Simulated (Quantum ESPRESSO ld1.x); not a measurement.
Input file for ld1.x (Quantum ESPRESSO 7.5):

```
 &input
    zed=79.0,
    iswitch=1,
    rel=2,
    dft='SLA-VWN',
    config='[Kr]',
    rel_dist='average',
    verbosity='high',
    lsmall=.true.,
    prefix='ld1',
    max_out_wfc=37,
    file_charge='ld1.rho',
 /
```

Command: `OMP_NUM_THREADS=1 ld1.x < ld1.in > ld1.out`

It prints (banner and zero overlaps left out):

```
     Program LD1 v.7.5 starts

     --------------------------- All-electron run ----------------------------

     dirac relativistic calculation

     atomic number is 79.00
     dft =SLA-VWN   lsd =0 sic =0 latt =0  beta=0.20 tr2=1.0E-14
     Exchange-correlation= SLA-VWN
                           (   1   2   0   0   0   0   0)
     mesh =2123 r(mesh) = 100.13829 a.u. xmin = -8.00 dx = 0.00800
     1 Ry =  13.60569312 eV, c = 137.03599908

     n l j   nl                  e(Ry)          e(Ha)          e(eV)
     Spin orbit split results
     1 0 0.5 1S 1( 2.00)   -6075.517138584   -3037.758569292 -82661.6217511
     2 0 0.5 2S 1( 2.00)   -1196.573368520    -598.286684260 -16280.2100512
     2 1 0.5 2P 1( 2.00)   -1154.073866685    -577.036933343 -15701.9748714
     2 1 1.5 2P 1( 4.00)   -1019.155516198    -509.577758099 -13866.3171980
     3 0 0.5 3S 1( 2.00)    -393.080506777    -196.540253389  -5348.1327478
     3 1 0.5 3P 1( 2.00)    -374.410160025    -187.205080012  -5094.1097394
     3 1 1.5 3P 1( 4.00)    -343.701519118    -171.850759559  -4676.2973950
     4 0 0.5 4S 1( 2.00)    -182.270080377     -91.135040188  -2479.9107791
     4 1 0.5 4P 1( 2.00)    -174.185591059     -87.092795529  -2369.9156984
     4 1 1.5 4P 1( 4.00)    -164.286392212     -82.143196106  -2235.2302367
     3 2 1.5 3D 1( 4.00)    -313.369400509    -156.684700255  -4263.6078975
     3 2 2.5 3D 1( 6.00)    -306.698345248    -153.349172624  -4172.8435668
     Averaged results
     1 0     1S 1( 2.00)   -6075.517138584   -3037.758569292 -82661.6217511
     2 0     2S 1( 2.00)   -1196.573368520    -598.286684260 -16280.2100512
     2 1     2P 1( 6.00)   -1064.128299694    -532.064149847 -14478.2030891
     3 0     3S 1( 2.00)    -393.080506777    -196.540253389  -5348.1327478
     3 1     3P 1( 6.00)    -353.937732753    -176.968866377  -4815.5681765
     4 0     4S 1( 2.00)    -182.270080377     -91.135040188  -2479.9107791
     4 1     4P 1( 6.00)    -167.586125161     -83.793062580  -2280.1253906
     3 2     3D 1(10.00)    -309.366767352    -154.683383676  -4209.1492991

     final scf error:  1.6E-15 reached in  19 iterations

     Etot =  -35649.173332 Ry,  -17824.586666 Ha, -485031.712450 eV

     Ekin =   41330.772413 Ry,   20665.386207 Ha,  562333.805993 eV
     Encl =  -83961.663028 Ry,  -41980.831514 Ha,-1142356.621253 eV
     Eh   =    7525.713290 Ry,    3762.856645 Ha,  102392.545560 eV
     Exc  =    -543.996008 Ry,    -271.998004 Ha,   -7401.442750 eV

     normalization and overlap integrals

     s(1S/1S) =  1.000000  <r> =   0.0169  <r2> =    0.0004  r(max) =   0.0104
     LC norm =  0.91002669 + SC norm =  0.08997331 =  1.00000000
     s(2S/2S) =  1.000000  <r> =   0.0704  <r2> =    0.0059  r(max) =   0.0602
     LC norm =  0.97935840 + SC norm =  0.02064160 =  1.00000000
     s(2P/2P) =  1.000000  <r> =   0.0580  <r2> =    0.0042  r(max) =   0.0448
     LC norm =  0.97927972 + SC norm =  0.02072028 =  1.00000000
     s(2P/2P) =  1.000000  <r> =   0.0665  <r2> =    0.0054  r(max) =   0.0517
     LC norm =  0.98157714 + SC norm =  0.01842286 =  1.00000000
     s(3S/3S) =  1.000000  <r> =   0.1811  <r2> =    0.0376  r(max) =   0.1691
     LC norm =  0.99292925 + SC norm =  0.00707075 =  1.00000000
     s(3P/3P) =  1.000000  <r> =   0.1713  <r2> =    0.0342  r(max) =   0.1573
     LC norm =  0.99298714 + SC norm =  0.00701286 =  1.00000000
     s(3P/3P) =  1.000000  <r> =   0.1861  <r2> =    0.0401  r(max) =   0.1718
     LC norm =  0.99362792 + SC norm =  0.00637208 =  1.00000000
     s(4S/4S) =  1.000000  <r> =   0.3660  <r2> =    0.1508  r(max) =   0.3615
     LC norm =  0.99695451 + SC norm =  0.00304549 =  1.00000000
     s(4P/4P) =  1.000000  <r> =   0.3619  <r2> =    0.1486  r(max) =   0.3558
     LC norm =  0.99701893 + SC norm =  0.00298107 =  1.00000000
     s(4P/4P) =  1.000000  <r> =   0.3838  <r2> =    0.1668  r(max) =   0.3793
     LC norm =  0.99721772 + SC norm =  0.00278228 =  1.00000000
     s(3D/3D) =  1.000000  <r> =   0.1616  <r2> =    0.0305  r(max) =   0.1341
     LC norm =  0.99376631 + SC norm =  0.00623369 =  1.00000000
     s(3D/3D) =  1.000000  <r> =   0.1661  <r2> =    0.0321  r(max) =   0.1373
     LC norm =  0.99393928 + SC norm =  0.00606072 =  1.00000000

     LC charge = 35.52550133 + SC charge =  0.47449867 = 36.00000000

     ------------------------ End of All-electron run ------------------------
```

Run on one thread of a shared host, so times are rough (Intel(R) Xeon(R) Processor @ 2.60GHz): 0.65 s of CPU time, 0.67 s wall, 19 iterations on 2123 mesh points.
